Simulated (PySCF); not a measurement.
## Magnetisability: `C#C/C=C(/F)C(F)(F)F`, C5H2F4

Geometry:
```json
{"atom": "C1", "x (Å)": "2.566", "y (Å)": "-0.362", "z (Å)": "0.201"}
{"atom": "C2", "x (Å)": "1.564", "y (Å)": "0.171", "z (Å)": "-0.191"}
{"atom": "C3", "x (Å)": "0.440", "y (Å)": "0.847", "z (Å)": "-0.690"}
{"atom": "C4", "x (Å)": "-0.828", "y (Å)": "0.548", "z (Å)": "-0.411"}
{"atom": "F5", "x (Å)": "-1.829", "y (Å)": "1.266", "z (Å)": "-0.949"}
{"atom": "C6", "x (Å)": "-1.353", "y (Å)": "-0.552", "z (Å)": "0.481"}
{"atom": "F7", "x (Å)": "-0.379", "y (Å)": "-1.246", "z (Å)": "1.077"}
{"atom": "F8", "x (Å)": "-2.136", "y (Å)": "-0.065", "z (Å)": "1.455"}
{"atom": "F9", "x (Å)": "-2.096", "y (Å)": "-1.436", "z (Å)": "-0.203"}
{"atom": "H10", "x (Å)": "3.425", "y (Å)": "-0.847", "z (Å)": "0.560"}
{"atom": "H11", "x (Å)": "0.631", "y (Å)": "1.679", "z (Å)": "-1.355"}
```

Theory: PySCF, GIAO B3LYP/pcSseg-1 magnetisability, rotational g tensor and spin-rotation constants, non-relativistic, gas phase. Geometry: GFN2-xTB.

(1) What are the magnetisability and the molar susceptibility?

(2) Split it along the inertial axes a, b, c into diamagnetic and paramagnetic parts about the centre of mass, with the quadrupole moment.

(3) And the rotational g tensor?

Answers

(1) Isotropic -1052 × 10⁻³⁰ J/T², or -63.3 × 10⁻⁶ cm³/mol; principal values -1091, -1085, -978 × 10⁻³⁰ J/T², anisotropy 110 × 10⁻³⁰ J/T² (root of half the summed squared differences of the principal values). The susceptibility is in cgs units.

(2) 
| axis | χ (10⁻⁶ cm³/mol) | diamagnetic (10⁻⁶ cm³/mol) | paramagnetic (10⁻⁶ cm³/mol) | summed x² of all electrons (Å²) | quadrupole Θ (D Å) |
| --- | --- | --- | --- | --- | --- |
| a | -63.9 | -519.4 | 455.5 | 182.3 | +3.66 |
| b | -60.3 | -906.5 | 846.2 | 91.1 | +0.76 |
| c | -65.7 | -1160.1 | 1094.4 | 31.3 | -4.41 |

Anisotropies 2χaa − χbb − χcc = -1.8 and 2χbb − χaa − χcc = +9.0 × 10⁻⁶ cm³/mol. Θ is traceless in Buckingham's convention.

(3) 
```
axis  rotational constant (GHz)        g  nuclear part  electronic part
   a                     2.4442  -0.0254        0.4977          -0.5231
   b                     1.3379  -0.0151        0.5168          -0.5319
   c                     1.0177  -0.0075        0.5158          -0.5233
```
Asymmetric top; isotopes 12C, 19F, 1H; no vibrational averaging.
